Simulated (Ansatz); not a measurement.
Saddle point of AlH3BrCl, closed shell (AlH₂Cl ([AlH2][Cl]) + HBr → AlH₂Br ([AlH2][Br]) + HCl (still joined by a long Al–Cl bond); bonds formed: Cl2–H5; dative contacts that become bonds: Al1–Br6; bonds broken: H5–Br6; bonds weakened to dative contacts: Al1–Cl2), PBE0-D4/def2-TZVP structure:

```
6
angstrom
Al -0.6015 -0.2806 -0.3393
Cl 1.2741 0.8159 -1.0340
H -0.5230 -1.8040 -0.7237
H -1.8532 0.6694 -0.4112
H 1.2399 0.5927 0.5870
Br 0.4637 0.0067 1.9212
```

Energies are electronic, without zero-point energy. Barriers and step energies count from the start structure reached by relaxing down the imaginary mode; all methods use the PBE0-D4 structures, on which another method's saddle can fall below an end. Computed with Ansatz 0.2.0 (basis: def2-TZVPP, with def2-QZVPP for the basis limit); correlated methods freeze the cores. Filled d shells of the heavier atoms are correlated. The def2 sets are not built for correlating such inner shells, so the correlated values are less sure here. B3LYP uses VWN-RPA correlation. Extrapolation: Hartree–Fock as exp(−7.88 √X), correlation as X^−2.97.

```csv
method,barrier (kJ/mol),step energy (kJ/mol)
SPW92,-16.8,-7.7
PBE-D4,-0.1,-4.4
BLYP-D4,12.0,-1.1
r2SCAN-D4,6.2,-3.1
B97M-V,25.8,2.2
PBE0-D4,10.5,-4.6
B3LYP-D4,19.6,-1.5
r2SCAN0-D4,14.1,-3.8
BHLYP-D4,32.9,-1.9
CAM-B3LYP-D4,25.7,-1.2
wB97X-V,?,-1.8
wB97M-V,26.3,-3.0
B2PLYP,23.3,-1.9
PBE-QIDH,19.2,-4.5
RPA on PBE,28.6,0.0
HF,?,-0.1
MP2,?,-3.1
CCSD,36.6,-1.0
CCSD(T),28.8,-1.8
```

Fill in the withheld barriers. (An estimate is asked for; the value comes from the calculation.)

The calculation gives: HF 65.5; wB97X-V 27.9; MP2 20.9 kJ/mol. Each is the energy of the saddle less that of the start structure, by the same method.

For comparison, the barrier by CCSD(T) at an estimated basis limit (MP2 extrapolated from triple and quadruple zeta, plus CCSD(T) − MP2 in triple zeta) is 26.9 kJ/mol.

The T1 diagnostic stays at or below 0.008.

Labels in which every atom is bracketed show which atoms are joined, not bond orders.

For scale, one of the runs: CCSD(T)/def2-TZVPP, 174 basis functions (an equivalent command: `ansatz run in.yaml --threads 2`). Hardware: 2 CPU threads, shared host. Wall time 33 s; peak host memory 1.5 GiB.
